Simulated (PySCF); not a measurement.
Two species compared at the same levels of theory.

First species: C6H14N2Si.
Atom-mapped SMILES: `[CH3:1][C:2]([CH3:3])([CH3:4])[NH:5][Si@@H:6]1[CH2:7][CH:8]=[N:9]1` (hydrogens: H10, H11, H12 on C1; H13, H14, H15 on C3; H16, H17, H18 on C4; H19 on N5; H20 on Si6; H21, H22 on C7; H23 on C8)

Second species: C6H10FNSi.
SMILES: `C1C[Si@H]([C@@H]1[C@H](F)C)C#N`

Levels: PBE0/pcSseg-1 for dipole moment, HOMO energy, LUMO energy and HOMO–LUMO gap; GFN2-xTB for rotational constant A and rotational constant C. Geometries: GFN2-xTB. Each species is one conformer at its optimised geometry, gas phase, non-relativistic unless stated. Electronic properties by PySCF.

The conformers computed, where there is a choice (atom-mapped SMILES and torsion angles):
- `[CH3:1][C:2]([CH3:3])([CH3:4])[NH:5][Si@@H:6]1[CH2:7][CH:8]=[N:9]1`: C1–C2–N5–Si6 -81°, C2–N5–Si6–C7 -106°
- `[CH3:1][C@@H:2]([F:3])[C@@H:4]1[CH2:5][CH2:6][Si@H:7]1[C:8]#[N:9]`: C1–C2–C4–C5 -60°

Values for the first species:

* Dipole moment: 2.71 D
* HOMO energy: -6.55 eV
* LUMO energy: -0.05 eV
* HOMO–LUMO gap: 6.50 eV
* Rotational constant A: 3.009 GHz
* Rotational constant C: 0.742 GHz

(1) Estimate the same properties for the second species, and the change in each.

## Answers

(1) 
```csv
property,first,second,second less first
dipole moment,2.71 D,3.50 D,+0.79 D
HOMO energy,-6.55 eV,-8.35 eV,-1.80 eV
LUMO energy,-0.05 eV,-0.93 eV,-0.88 eV
HOMO–LUMO gap,6.50 eV,7.42 eV,+0.92 eV
rotational constant A,3.009 GHz,2.368 GHz,-0.641 GHz
rotational constant C,0.742 GHz,0.734 GHz,-0.008 GHz
```

On the first: In atomic units the dipole is 1.07 e·bohr (1 au = 2.5417 D).

On the second: The dipole equals about 11.7 × 10⁻³⁰ C·m (1 D = 3.33564 × 10⁻³⁰ C·m).
